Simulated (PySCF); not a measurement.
Input for PySCF: R-M06-2X/6-31G* on fluoroethane (SMILES CCF), a point of a torsion scan.

```python
from pyscf import gto, scf, dft, mp
from pyscf.data.elements import chemcore

mol = gto.M(
    atom='''
    C     0.78055925    0.08121334    0.04043547
    C    -0.72109680   -0.17372031   -0.06413449
    F    -1.17099391   -0.86041544    1.04090366
    H     1.14605514   -0.34349298    0.97219435
    H     1.31726560   -0.38509354   -0.78034274
    H     1.00031494    1.14464687    0.04125626
    H    -0.97755464   -0.79375533   -0.92840677
    H    -1.29842320    0.75516559   -0.09649384
    ''',
    basis='6-31g*',
    cart=True,
    charge=0, spin=0, verbose=3, max_memory=1800)
mf = dft.RKS(mol, xc='m062x')
mf.conv_tol = 1e-8
mf.max_cycle = 100
mf.kernel()
if not mf.converged:
    mf = mf.newton().run(mf.mo_coeff, mf.mo_occ)
```

Task: Predict the final total energy.

Result: -178.9651 hartree.
